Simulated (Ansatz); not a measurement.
Geometry optimisation, Ansatz, RHF/6-31G*.

Input file:

```yaml
crystal:
  periodic: [false, false, false]
  atoms:
    - { symbol: Al, position_ang: [0.0, 0.0, 0.0] }
    - { symbol: H, position_ang: [1.0658, 0.0, 1.4006] }
    - { symbol: O, position_ang: [1.9504, 0.0, 0.3409] }
    - { symbol: Si, position_ang: [2.7963, -1.376, -0.1211] }
    - { symbol: H, position_ang: [1.8688, -2.3514, -0.6867] }
    - { symbol: H, position_ang: [3.7971, -1.0195, -1.1226] }
    - { symbol: H, position_ang: [3.4593, -1.9546, 1.0439] }
    - { symbol: "N", position_ang: [-1.6627, 0.0, -0.96] }
    - { symbol: H, position_ang: [-2.3316, -0.8164, -0.8614] }
    - { symbol: H, position_ang: [-1.9118, 0.8164, -1.5886] }
basis:
  gaussian: { orbitals: "6-31G*" }
hamiltonian:
  xc: hf
relax:
  f_tol: 0.15
  max_steps: 25
  restrain:
    - { distance: [1, 2], at: 1.01, k: 30.0 }
    - { distance: [0, 1], at: 2.76, k: 30.0 }
    - { distance: [0, 2], at: 2.98, k: 30.0 }
```

Command:

```bash
$ ansatz run input.yaml --threads 1 --pin off --max-ram 2048MiB --backend cpu --events-out ev --progress --plain --runs-dir out
```

Problem. Where does it end, and by what steps?

Solution. The run converged. The restraints hold the end off the free minimum. After 20 steps the energy has fallen by 3.031 eV (the restraints' own energy left out); Al1 moved furthest, 1.48 Å. Parted: Al1–O3 (1.98 → 2.98 Å). Joined: H2–O3 (1.38 → 0.97 Å).

```json
{"step": "0", "energy less start (eV)": "0.0000", "largest force component (eV/Å)": "2.467", "accepted": "yes"}
{"step": "1", "energy less start (eV)": "0.2309", "largest force component (eV/Å)": "2.901", "accepted": "yes"}
{"step": "2", "energy less start (eV)": "0.2405", "largest force component (eV/Å)": "5.916", "accepted": "yes"}
{"step": "3", "energy less start (eV)": "-0.5630", "largest force component (eV/Å)": "8.060", "accepted": "yes"}
{"step": "4", "energy less start (eV)": "-1.9967", "largest force component (eV/Å)": "2.528", "accepted": "yes"}
{"step": "5", "energy less start (eV)": "-2.5442", "largest force component (eV/Å)": "1.800", "accepted": "yes"}
{"step": "6", "energy less start (eV)": "-2.7544", "largest force component (eV/Å)": "1.522", "accepted": "yes"}
{"step": "7", "energy less start (eV)": "-2.8614", "largest force component (eV/Å)": "1.236", "accepted": "yes"}
{"step": "8", "energy less start (eV)": "-2.8973", "largest force component (eV/Å)": "1.136", "accepted": "yes"}
{"step": "9", "energy less start (eV)": "-2.9323", "largest force component (eV/Å)": "1.200", "accepted": "yes"}
{"step": "10", "energy less start (eV)": "-2.9111", "largest force component (eV/Å)": "1.382", "accepted": "no"}
{"step": "11", "energy less start (eV)": "-2.9585", "largest force component (eV/Å)": "1.175", "accepted": "yes"}
{"step": "12", "energy less start (eV)": "-2.9703", "largest force component (eV/Å)": "1.156", "accepted": "yes"}
{"step": "13", "energy less start (eV)": "-2.9877", "largest force component (eV/Å)": "1.124", "accepted": "yes"}
{"step": "14", "energy less start (eV)": "-2.9957", "largest force component (eV/Å)": "1.139", "accepted": "yes"}
{"step": "15", "energy less start (eV)": "-3.0087", "largest force component (eV/Å)": "1.145", "accepted": "yes"}
{"step": "16", "energy less start (eV)": "-3.0131", "largest force component (eV/Å)": "1.149", "accepted": "yes"}
{"step": "17", "energy less start (eV)": "-3.0281", "largest force component (eV/Å)": "1.173", "accepted": "yes"}
{"step": "18", "energy less start (eV)": "-2.9482", "largest force component (eV/Å)": "1.943", "accepted": "no"}
{"step": "19", "energy less start (eV)": "-3.0206", "largest force component (eV/Å)": "1.181", "accepted": "no"}
{"step": "20", "energy less start (eV)": "-3.0310", "largest force component (eV/Å)": "1.168", "accepted": "yes"}
```

```xyz
10
Properties=species:S:1:pos:R:3
Al -1.233 -0.022 0.810
H 1.480 -0.178 1.327
O 1.709 -0.178 0.384
Si 2.761 -1.347 -0.145
H 2.066 -2.629 -0.360
H 3.331 -0.875 -1.414
H 3.831 -1.558 0.850
N -1.562 0.017 -0.957
H -2.463 -0.134 -1.372
H -0.888 0.203 -1.677
```

Time of the run: 38 s on 1 thread of Arm Neoverse V2, on a shared host, peak memory 0.14 GiB.
